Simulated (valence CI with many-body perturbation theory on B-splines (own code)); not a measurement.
# Sensitivity of CI+MBPT for Ar12+

Calculated by relativistic CI+MBPT: four valence electrons over a frozen Dirac-Fock core [He], radial functions for each j: 6 s, 6 p, 5 d, 3 f, 1 g, with the one-electron correlation potential Σ1, the two-electron term Σ2, the three-electron term Σ3, Breit, model QED; selected CI, second order for the rest, scaled by the run's own slope (own B-spline code, finite nucleus).

No measured levels were compared; by estimate levels of excited configurations hold to 0.05 to 0.15 % of their energy, terms of the ground configuration to about 0.5 %.

The reference run has the lowest level 2s2 2p2 3P_0 and an ionisation energy of 685.877 eV. Its largest variational space holds 11418 state functions.

Changed runs:
A. logarithmic knot step 0.27 → 0.2; hole-hole ladder in Σ2 on → off
B. orbitals per symmetry with explicit Σ2 and valence Breit (the others get mean screening factors) 5 → 7; scale of Σ1 1 → 0
C. screening of Σ1 on → off
D. box radius (bohr) 4.4898 → 0.77 (bad on purpose)

Excitation energies of the reference run in cm⁻¹, and shifts in cm⁻¹:

```tsv
Level	Reference	A	B	C
2s2 2p2 3P_1	9849	-1.7	-31	0
2s2 2p2 3P_2	21845	-2.0	-60	-0.1
2s2 2p2 1D_2	85372	-1.6	-85	-0.3
2s2 2p2 1S_0	162703	+75	-57	-0.4
2s 2p3 5S°_2	227007	-65	+1111	+3.2
2s 2p3 3D°_2	422850	-62	+1073	+2.6
2s 2p3 3D°_1	423396	-63	+1072	+2.6
2s 2p3 3D°_3	424129	-64	+1065	+2.6
2s 2p3 3P°_0	495816	+7.4	+1035	+2.4
2s 2p3 3P°_1	496164	+6.1	+1032	+2.4
2s 2p3 3P°_2	497376	+5.2	+1026	+2.4
2s 2p3 1D°_2	626521	-63	+1053	+2.2
Ionisation energy (eV)	685.877	-0.0021	-0.258	-0.0028
```

Run D: It gave no result. The program said: "need at least one array to concatenate".
